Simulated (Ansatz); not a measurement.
Born–Oppenheimer molecular dynamics of F₂GeH₄ (7 atoms, charge 0, multiplicity 1). It starts at the highest image of a converged band. Of that band: Neighbouring images differ by up to 1.5 eV, so the band resolves the path poorly. A vibrational analysis at the climbing image gives one clearly imaginary mode, 780i cm⁻¹: a first-order saddle point.

Theory: RKS PBE-D4/def2-SVP in Ansatz.

- ensemble: NVE (velocity Verlet)
- time step: 0.5 fs
- steps asked: 200
- starting velocities drawn for: 300 K
- seed: 9761

Frames 2.5 fs apart, positions in Å.

Velocities at 45.0 fs (Å/ps):

```
Ge 5.16 -1.66 -4.55
H -0.38 20.86 0.02
H 5.93 -38.79 -33.31
F -2.67 -1.91 10.54
H 2.86 -0.40 -2.27
F -16.80 8.28 8.47
H -13.18 17.68 4.87
```

```xyz
7
Properties=species:S:1:pos:R:3 time_fs=45.0 energy_less_start_eV=-0.718 T=1412
Ge -0.070 -0.047 -0.171
H 0.078 -0.281 1.342
H 1.316 0.331 -0.656
F -1.046 1.261 -0.872
H -0.527 -1.366 -0.823
F -1.918 0.784 1.538
H -1.688 0.108 2.157
7
Properties=species:S:1:pos:R:3 time_fs=47.5 energy_less_start_eV=-0.783 T=1512
Ge -0.057 -0.051 -0.183
H 0.076 -0.225 1.348
H 1.347 0.238 -0.745
F -1.053 1.256 -0.845
H -0.528 -1.369 -0.829
F -1.960 0.805 1.560
H -1.722 0.155 2.169
7
Properties=species:S:1:pos:R:3 time_fs=50.0 energy_less_start_eV=-0.817 T=1565
Ge -0.043 -0.055 -0.195
H 0.073 -0.162 1.357
H 1.392 0.156 -0.836
F -1.058 1.250 -0.817
H -0.547 -1.378 -0.834
F -2.005 0.827 1.581
H -1.749 0.181 2.205
7
Properties=species:S:1:pos:R:3 time_fs=52.5 energy_less_start_eV=-0.817 T=1564
Ge -0.030 -0.060 -0.207
H 0.074 -0.092 1.353
H 1.414 0.083 -0.911
F -1.063 1.243 -0.789
H -0.583 -1.385 -0.828
F -2.050 0.849 1.603
H -1.778 0.207 2.247
7
Properties=species:S:1:pos:R:3 time_fs=55.0 energy_less_start_eV=-0.850 T=1615
Ge -0.015 -0.064 -0.221
H 0.081 -0.020 1.330
H 1.399 0.024 -0.958
F -1.067 1.236 -0.761
H -0.629 -1.383 -0.805
F -2.096 0.870 1.627
H -1.819 0.258 2.267
7
Properties=species:S:1:pos:R:3 time_fs=57.5 energy_less_start_eV=-0.873 T=1651
Ge -0.001 -0.069 -0.234
H 0.098 0.050 1.296
H 1.355 -0.018 -0.982
F -1.069 1.229 -0.733
H -0.681 -1.372 -0.763
F -2.143 0.891 1.651
H -1.858 0.300 2.301
7
Properties=species:S:1:pos:R:3 time_fs=60.0 energy_less_start_eV=-0.855 T=1623
Ge 0.013 -0.074 -0.248
H 0.129 0.113 1.267
H 1.317 -0.041 -1.003
F -1.071 1.223 -0.707
H -0.736 -1.357 -0.703
F -2.191 0.913 1.674
H -1.893 0.327 2.355
7
Properties=species:S:1:pos:R:3 time_fs=62.5 energy_less_start_eV=-0.855 T=1624
Ge 0.027 -0.080 -0.262
H 0.176 0.166 1.251
H 1.317 -0.045 -1.042
F -1.072 1.218 -0.682
H -0.789 -1.346 -0.630
F -2.238 0.934 1.700
H -1.938 0.374 2.388
7
Properties=species:S:1:pos:R:3 time_fs=65.0 energy_less_start_eV=-0.852 T=1618
Ge 0.039 -0.086 -0.276
H 0.241 0.204 1.243
H 1.351 -0.035 -1.103
F -1.073 1.214 -0.658
H -0.834 -1.342 -0.550
F -2.285 0.955 1.726
H -1.988 0.426 2.417
7
Properties=species:S:1:pos:R:3 time_fs=67.5 energy_less_start_eV=-0.823 T=1573
Ge 0.051 -0.091 -0.289
H 0.324 0.224 1.228
H 1.380 -0.020 -1.166
F -1.073 1.210 -0.637
H -0.863 -1.344 -0.467
F -2.334 0.976 1.751
H -2.026 0.459 2.473
7
Properties=species:S:1:pos:R:3 time_fs=70.0 energy_less_start_eV=-0.808 T=1551
Ge 0.063 -0.097 -0.301
H 0.421 0.224 1.198
H 1.373 -0.006 -1.215
F -1.072 1.208 -0.618
H -0.867 -1.350 -0.388
F -2.382 0.996 1.777
H -2.070 0.500 2.517
7
Properties=species:S:1:pos:R:3 time_fs=72.5 energy_less_start_eV=-0.833 T=1589
Ge 0.075 -0.102 -0.313
H 0.528 0.207 1.152
H 1.323 0.003 -1.251
F -1.070 1.206 -0.600
H -0.846 -1.357 -0.319
F -2.429 1.016 1.804
H -2.121 0.557 2.541
```

Of the whole run (100 fs, mean temperature of the second half 1576 K): The conserved energy stayed within 0.069 meV per atom of its start (net change 0.034 meV per atom), so the integration is sound. The kinetic energy rose, since the run started high on the potential surface and went downhill. It ends in pieces (FGeH3 + FH), so much of that is their flight and rotation, not heat. A run of 0.1 ps of so small a system gives no equilibrium averages. The orbitals stay closed-shell, which can raise the energy where a bond breaks towards radicals; this wasn't checked here.

Time of the run: 5.6 min on 1 thread of Arm Neoverse V2, with other jobs on the host, peak memory 0.15 GiB.
